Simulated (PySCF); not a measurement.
A structure optimised at PBE-D3(BJ)/def2-SVP, used in a PySCF frequency run:

```xyz
9

C     -2.5894     1.0979     0.0000
C     -1.2731     1.3842     0.0000
Si     0.0559     0.0921     0.0000
Cl    -0.7717    -1.8038     0.0000
Cl     1.2576     0.2970    -1.6703
Cl     1.2576     0.2970     1.6703
H     -2.9530     0.0564     0.0000
H     -3.3550     1.8922     0.0000
H     -0.9392     2.4381     0.0000
```
Charge 0, spin multiplicity 1.

Problem. Write its SMILES, formula and point group.

Solution. C=C[Si](Cl)(Cl)Cl, C₂H₃Cl₃Si, Cs

Problem. What are its rotational constants (standard atomic weights)?

Solution. 1.3853, 1.1962, 1.1149 GHz
